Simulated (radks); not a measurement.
Initial-state core-level shifts of neutral germanium when its valence configuration changes from [Ar] 3d10 4s2 4p2. Method: Dirac Kohn-Sham, PBE, spin-unpolarised, spherical densities, finite nucleus; open shells are shared between the two j in proportion to 2j + 1; Fermi nuclear charge, rms radius 4.0742 fm; computed with a radial shooting solver on a logarithmic mesh with Libxc functionals. Shifts are changes of the shell-averaged eigenvalues in eV (positive: less bound); the change of the density at the nucleus, which sets a Mossbauer isomer shift, is in e/bohr^3, on a base of 3.172e+04.

| valence | 2s | 2p | 3s | 3p | density at nucleus |
|---|---|---|---|---|---|
| 3d10 4s1 4p3 | -1.739 | -1.739 | -1.792 | -1.787 | -16.620 |
| 3d8 4s2 4p4 | -26.769 | -26.554 | -21.720 | -21.241 | +24.640 |
| 3d9.5 4s2 4p2.5 | -6.265 | -6.214 | -5.266 | -5.151 | +5.691 |
| 3d9 4s2 4p3 | -12.820 | -12.716 | -10.648 | -10.413 | +11.701 |
| 3d9 4s1 4p4 | -14.418 | -14.312 | -12.277 | -12.034 | -8.080 |
| 3d8.5 4s1 4p4.5 | -21.197 | -21.034 | -17.696 | -17.332 | -3.344 |
| 3d10 4p4 | -3.357 | -3.357 | -3.466 | -3.455 | -34.645 |
| 3d7.5 4s1 4p5.5 | -35.585 | -35.305 | -28.833 | -28.225 | +7.009 |
| 3d7 4s2 4p5 | -41.790 | -41.459 | -33.143 | -32.425 | +38.742 |
